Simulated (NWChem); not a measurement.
Molecule: MgN₂H₇OF; SMILES [NH3]->[Mg](<-[NH3])([OH])[F]

```xyz
12

Mg     0.0021     0.0418     0.4768
F      0.9778     0.8188     1.7744
O     -1.4605    -1.0668     0.1574
H     -2.3115    -1.2073     0.5709
N      1.1011    -1.4132    -0.7252
H      0.2323    -1.9592    -0.7993
H      1.7855    -1.9707    -0.2159
H      1.4706    -1.2608    -1.6611
N     -0.2590     1.8094    -0.7867
H     -0.9101     2.4257    -0.2986
H     -0.6458     1.6541    -1.7168
H      0.6080     2.3375    -0.8869
```
Atoms are numbered in this order, from 1.

All runs use the structure optimised with PBE0/def2-SVP. Not confirmed as a minimum by frequencies.

### Question
Give the principal values of the shielding tensors (ppm) of Mg1, F2, O3, N5, N9 from Hartree-Fock/6-31G* (spherical d), GIAO (NWChem), with their diamagnetic and paramagnetic parts as GIAO splits them.

### Answer
| atom | σ11 | σ22 | σ33 | isotropic | diamagnetic | paramagnetic |
|---|---|---|---|---|---|---|
| Mg1 | 554.9 | 557.7 | 628.9 | 580.5 | 709.1 | -128.6 |
| F2 | 358.7 | 374.6 | 473.0 | 402.1 | 473.1 | -71.0 |
| O3 | 309.4 | 311.8 | 385.5 | 335.5 | 393.2 | -57.6 |
| N5 | 244.6 | 260.2 | 272.6 | 259.2 | 323.6 | -64.4 |
| N9 | 244.1 | 264.4 | 268.8 | 259.1 | 322.8 | -63.7 |
